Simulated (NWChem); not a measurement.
System: BSiH5O2; SMILES OB(O)[SiH3]

NWChem input:

```
start job
memory heap 200 mb stack 900 mb global 1100 mb
geometry units angstroms noautoz
  B      0.012108     0.557546     0.000000
  O      0.002165     1.197575    -1.201773
  H     -0.016320     2.161247    -1.154941
  O      0.002165     1.197575     1.201773
  H     -0.016320     2.161247     1.154941
  Si     0.006209    -1.477798     0.000000
  H      0.685672    -2.030469     1.213798
  H     -1.402374    -1.992366     0.000000
  H      0.685672    -2.030469    -1.213798
end
basis spherical
  * library def2-tzvp
end
dft
  xc xcamb88 1.00 lyp 1.0 hfexch 1.00
  cam 0.33 cam_alpha 0.0 cam_beta 1.0
  iterations 150
  mulliken
end
task dft energy
```

Parts of the log:

```
             Northwest Computational Chemistry Package (NWChem) 7.3.0
             --------------------------------------------------------

 CS  symmetry detected

                             Geometry "geometry" -> ""
                             -------------------------

 Output coordinates in angstroms (scale by  1.889725989 to convert to a.u.)

  No.       Tag          Charge          X              Y              Z
 ---- ---------------- ---------- -------------- -------------- --------------
    1 B                    5.0000     0.00988084    -0.56931004     0.00000000
    2 O                    8.0000     0.00076273    -1.20935132    -1.20177300
    3 H                    1.0000    -0.01648027    -2.17304634    -1.15494100
    4 O                    8.0000     0.00076273    -1.20935132     1.20177300
    5 H                    1.0000    -0.01648027    -2.17304634     1.15494100
    6 Si                  14.0000     0.00135867     1.46602467     0.00000000
    7 H                    1.0000     0.68010882     2.01957091     1.21379800
    8 H                    1.0000    -1.40788634     1.97877684     0.00000000
    9 H                    1.0000     0.68010882     2.01957091    -1.21379800

 Effective nuclear repulsion energy (a.u.)     148.5216099447

      Symmetry information
      --------------------

 Group name             Cs
 Group number              2
 Group order               2
 No. of unique centers     6

                                 NWChem DFT Module
                                 -----------------

 Summary of "ao basis" -> "ao basis" (spherical)
 ------------------------------------------------------------------------------
       Tag                 Description            Shells   Functions and Types
 ---------------- ------------------------------  ------  ---------------------
 B                         def2-tzvp                11       31   5s3p2d1f
 O                         def2-tzvp                11       31   5s3p2d1f
 H                         def2-tzvp                 4        6   3s1p
 Si                        def2-tzvp                13       37   5s5p2d1f

      Symmetry analysis of basis
      --------------------------

        a'         94
        a"         66

            General Information
            -------------------
          SCF calculation type: DFT
          Wavefunction type:  closed shell.
          No. of atoms     :     9
          No. of electrons :    40
           Alpha electrons :    20
            Beta electrons :    20
          Charge           :     0
          Spin multiplicity:     1
          Use of symmetry is: on ; symmetry adaption is: on
          Maximum number of iterations: 150
          AO basis - number of functions:   160
                     number of shells:    66
          Convergence on energy requested:  1.00D-06
          Convergence on density requested:  1.00D-05
          Convergence on gradient requested:  5.00D-04

              XC Information
              --------------
                     Hartree-Fock (Exact) Exchange  1.000
                   CAM-Becke88 Exchange Functional  1.000
              Lee-Yang-Parr Correlation Functional  1.000

           Range-Separation Parameters
           ---------------------------
           Alpha           :  0.00
           Beta            :  1.00
           Gamma           :  0.33
           Short-Range HF  :     F

             Grid Information
             ----------------
          Grid used for XC integration:  medium
          Radial quadrature: Mura-Knowles
          Angular quadrature: Lebedev.
          Tag              B.-S. Rad. Rad. Pts. Rad. Cut. Ang. Pts.
          ---              ---------- --------- --------- ---------
          B                   0.85       49          10.0       434
          O                   0.60       49          11.0       434
          H                   0.35       45          12.0       434
          Si                  1.10       88          11.0       590
          Grid pruning is: on
          Number of quadrature shells:   321
          Spatial weights used:  Erf1

      Superposition of Atomic Density Guess
      -------------------------------------

 Sum of atomic energies:        -465.43778385

      Non-variational initial energy
      ------------------------------

 Total energy =    -466.883831
 1-e energy   =    -936.292666
 2-e energy   =     320.887225
 HOMO         =      -0.354933
 LUMO         =       0.023882

      Symmetry analysis of molecular orbitals - initial
      -------------------------------------------------

  Numbering of irreducible representations:

     1 a'          2 a"

  Orbital symmetries:

     1 a'          2 a'          3 a"          4 a'          5 a'
     6 a"          7 a'          8 a'          9 a'         10 a"
    11 a'         12 a'         13 a"         14 a'         15 a'
    16 a"         17 a"         18 a"         19 a'         20 a'
    21 a'         22 a'         23 a"         24 a'         25 a'
    26 a"         27 a'         28 a'         29 a'         30 a"

     ---------------------------------------------
      Total Density - Mulliken Population Analysis
     ---------------------------------------------

    Atom       Charge   Shell Charges
 -----------   ------   -------------------------------------------------------
    1 B    5     4.44   0.92  1.06  0.52  0.48  0.04  0.71  0.45  0.04  0.08  0.11  0.03
    2 O    8     8.70   0.79  1.18  0.60  0.93  0.23  2.01  2.15  0.79  0.00  0.01  0.00
    3 H    1     0.56   0.19  0.26  0.07  0.04
    4 O    8     8.70   0.79  1.18  0.60  0.93  0.23  2.01  2.15  0.79  0.00  0.01  0.00
    5 H    1     0.56   0.19  0.26  0.07  0.04
    6 Si  14    13.92   2.00  0.59  1.39  0.89  0.51  4.12  1.73  0.53  1.43  0.60  0.06  0.06  0.01
    7 H    1     1.04   0.22  0.54  0.27  0.01
    8 H    1     1.04   0.22  0.54  0.27  0.01
    9 H    1     1.04   0.22  0.54  0.27  0.01

   convergence    iter        energy       DeltaE   RMS-Dens  Diis-err
 ---------------- ----- ----------------- --------- --------- ---------
 d= 0,ls=0.0,diis     1   -467.2776245765 -6.16D+02  5.25D-03  1.46D+00
 d= 0,ls=0.0,diis     2   -467.3333313254 -5.57D-02  2.00D-03  7.41D-01
 d= 0,ls=0.0,diis     3   -467.3837198399 -5.04D-02  6.48D-04  9.21D-02
 d= 0,ls=0.0,diis     4   -467.3907801457 -7.06D-03  1.07D-04  3.50D-04
 d= 0,ls=0.0,diis     5   -467.3908439329 -6.38D-05  4.76D-05  2.49D-05
  Resetting Diis
 d= 0,ls=0.0,diis     6   -467.3908511701 -7.24D-06  9.99D-06  2.25D-06
 d= 0,ls=0.0,diis     7   -467.3908515719 -4.02D-07  3.56D-06  1.47D-07

         Total DFT energy =     -467.390851571947
      One electron energy =     -940.150469884244
           Coulomb energy =      367.703741812144
    Exchange-Corr. energy =      -43.465733444543
 Nuclear repulsion energy =      148.521609944696

 Numeric. integr. density =       39.999990204851

                  Occupations of the irreducible representations
                  ----------------------------------------------

                     irrep           alpha         beta
                     --------     --------     --------
                     a'               13.0         13.0
                     a"                7.0          7.0

                       DFT Final Molecular Orbital Analysis
                       ------------------------------------

 Vector   18  Occ=2.000000D+00  E=-4.287724D-01  Symmetry=a'
              MO Center= -4.6D-01,  1.7D+00, -1.4D-12, r^2= 2.4D+00
   Bfn.  Coefficient  Atom+Function         Bfn.  Coefficient  Atom+Function
  ----- ------------  ---------------      ----- ------------  ---------------
   120      0.292134  6 Si px               150     -0.241254  8 H  s
   151     -0.178557  8 H  s                149     -0.159995  8 H  s
   111     -0.130559  6 Si px               117      0.128256  6 Si px
   144      0.123024  7 H  s                156      0.123024  9 H  s
   123      0.113983  6 Si px               145      0.089689  7 H  s

 Vector   19  Occ=2.000000D+00  E=-4.283303D-01  Symmetry=a"
              MO Center=  4.5D-01,  1.7D+00,  1.4D-12, r^2= 2.5D+00
   Bfn.  Coefficient  Atom+Function         Bfn.  Coefficient  Atom+Function
  ----- ------------  ---------------      ----- ------------  ---------------
   122      0.294878  6 Si pz               144      0.209205  7 H  s
   156     -0.209205  9 H  s                145      0.156154  7 H  s
   157     -0.156154  9 H  s                143      0.139866  7 H  s
   155     -0.139866  9 H  s                113     -0.130815  6 Si pz
   119      0.128150  6 Si pz               125      0.108763  6 Si pz

 Vector   20  Occ=2.000000D+00  E=-3.926486D-01  Symmetry=a'
              MO Center= -7.2D-03,  5.4D-01,  1.6D-14, r^2= 2.7D+00
   Bfn.  Coefficient  Atom+Function         Bfn.  Coefficient  Atom+Function
  ----- ------------  ---------------      ----- ------------  ---------------
   121      0.325874  6 Si py                 7     -0.249011  1 B  py
    10     -0.171008  1 B  py               124      0.148947  6 Si py
     3     -0.139725  1 B  s                110     -0.133517  6 Si s
   112     -0.133706  6 Si py               118      0.127706  6 Si py
     4     -0.121772  1 B  s                 38      0.100924  2 O  py

 Vector   21  Occ=0.000000D+00  E= 5.719065D-02  Symmetry=a'
              MO Center= -2.7D-02, -2.2D+00,  3.6D-14, r^2= 4.8D+00
   Bfn.  Coefficient  Atom+Function         Bfn.  Coefficient  Atom+Function
  ----- ------------  ---------------      ----- ------------  ---------------
     4      0.908148  1 B  s                  5     -0.804663  1 B  s
    65     -0.781079  3 H  s                102     -0.781079  5 H  s
   110      0.450463  6 Si s                 36      0.390555  2 O  s
    73      0.390555  4 O  s                 44     -0.371001  2 O  py
    81     -0.371001  4 O  py                10     -0.209511  1 B  py

[...]
```

Level: LC-BLYP (range parameter 0.33 per bohr)/def2-TZVP. The geometry was optimised at PBE0/def2-SVP.
